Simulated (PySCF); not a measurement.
Radial density of F+ (fluorine, charge +1)

TPSS, [He] 2s2 2p4, high-spin 3P determinant. Computed with PySCF 2.14 in Sapporo-DZP-2012, with scalar relativity by spin-free X2C-1e.

| r (bohr) | 4πr²ρ (e/bohr) | 4πr²(ρα − ρβ) |
| --- | --- | --- |
| 0.00336 | 0.05911 | -0.0001 |
| 0.00564 | 0.1630 | -0.0001 |
| 0.00949 | 0.4335 | -0.0004 |
| 0.0160 | 1.086 | -0.0009 |
| 0.0269 | 2.534 | -0.0016 |
| 0.0452 | 5.156 | -0.0011 |
| 0.0760 | 8.463 | 0.0118 |
| 0.128 | 9.657 | 0.0942 |
| 0.215 | 6.540 | 0.4184 |
| 0.362 | 3.965 | 1.1433 |
| 0.608 | 5.737 | 1.9654 |
| 1.02 | 4.630 | 1.4554 |
| 1.72 | 1.083 | 0.3221 |
| 2.89 | 0.07828 | 0.0280 |
| 4.87 | 1.339e-05 | 0.0000 |

Densities and radii are taken from the X2C orbitals without a picture-change correction, which distorts them close to the nucleus.
